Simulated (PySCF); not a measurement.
Vertical excitations of a molecule CH7BO2Si from PySCF with TDDFT-PBE/def2-SVPD, as energy in eV (oscillator strength): 6.19 (0.024), 6.24 (0.051), 6.56 (0.027), 6.81 (0.014), 7.05 (0.033), 7.15 (0.021), 7.18 (0.011), 7.23 (0.046), 7.33 (0.003), 7.47 (0.014). Lowest triplet (TDA): 5.18 eV. Geometry: r2SCAN-D4/def2-SVP. One conformer was computed; it need not be the lowest.

Problem. Which molecule gave these data?
(A) COBO[SiH3]
(B) COB(O)[SiH3]
(C) OB(O)C[SiH3]
(D) C[SiH2]B(O)O

Solution. D, C[SiH2]B(O)O
